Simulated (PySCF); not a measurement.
Compound: C₆H₁₁ClOSi₂.
Structure used (GFN2-xTB), in Å, numbered top down from 1:
```xyz
21
C6H11ClOSi2 angstrom
C      3.4831    0.3421   -0.9145
C      2.6698    0.1123   -0.0675
C      1.6670   -0.1612    0.9444
C      0.9284   -1.4657    0.6053
C      0.0799   -1.2361   -0.6501
Si    -0.5436    0.5510   -0.4533
Cl    -0.3445    1.6813   -2.1108
O     -2.0827    0.6527    0.0351
Si    -3.7072    0.6722   -0.0883
C      0.6316    0.9777    0.9780
H      4.2034    0.5425   -1.6501
H      2.1741   -0.2538    1.9122
H      1.6381   -2.2830    0.4639
H      0.2765   -1.7193    1.4440
H     -0.7056   -1.9858   -0.7243
H      0.7092   -1.3362   -1.5345
H     -4.0650    1.4942   -1.2402
H     -4.1302    1.2476    1.1844
H     -4.1228   -0.7188   -0.2609
H      1.1284    1.9428    0.8979
H      0.1030    0.9604    1.9313
```

NICS = −σ at a ghost point: NICS(0) at the centroid of the ring atoms, NICS(1) 1 Å to either side along the normal of their mean plane, zz for the tensor component along that normal. Level: GIAO PBE0/pcSseg-1 (PySCF, non-relativistic, gas phase) on the GFN2-xTB geometry, one conformer.

Ring bond lengths (Å), with Mayer bond orders in brackets: C3–C4 1.537 (1.01), C4–C5 1.533 (1.03), C5–Si6 1.903 (0.89), Si6–C10 1.900 (0.89), C10–C3 1.540 (1.01).

Problem. Give the NICS values of each ring in ppm.

Solution. 
```json
{"ring": "C3–C4–C5–Si6–C10", "type": "5-membered ring with Si; formal bonds all single", "NICS(0)": "-4.6", "NICS(1), two faces": "-3.5 / -4.1", "NICS(1)zz, two faces": "-2.3 / -4.0", "rms pucker (Å)": "0.20", "centre to ring atoms, mean (Å)": "1.40"}
```

Problem. What can be read from them?

Solution. 
- C3–C4–C5–Si6–C10: mean NICS(1)zz -3.2 ppm, shielded. C3, C4, C5, Si6, C10 have four or more neighbours; no verdict on aromaticity is drawn.

Problem. What are the shieldings of the ring atoms and their hydrogens in the same run (means over atoms taken as equivalent)?

Solution. 
```tsv
atoms	environment	σ isotropic (ppm)	principal values of the symmetric part, first atom (ppm)
C3	propargylic carbon	156.3	147.9, 156.9, 164.1
C4	ring CH2 carbon	152.6	137.3, 150.3, 170.1
C5	sp3 carbon bound to silicon	171.6	162.6, 167.9, 184.3
Si6	chlorine-bound silicon	326.3	300.5, 329.7, 348.6
C10	sp3 carbon bound to silicon	160.2	150.6, 154.2, 175.7
H12	methine hydrogen	28.62	24.1, 26.0, 35.8
H13	methylene hydrogen	29.56	24.8, 27.2, 36.6
H14	methylene hydrogen	30.27	25.8, 28.1, 36.9
H15	methylene hydrogen	30.84	26.4, 28.6, 37.6
H16	methylene hydrogen	30.49	27.0, 28.3, 36.2
H20	methylene hydrogen	30.55	27.2, 28.7, 35.7
H21	methylene hydrogen	30.84	26.1, 28.6, 37.8
```

On one thread of an Intel Xeon Platinum 8488C, on a shared host, this took 76 s of wall time (grids of density and orbitals included) and 1.1 GiB of memory at its peak. This is the whole shielding run at PBE0/pcSseg-1, SCF included.
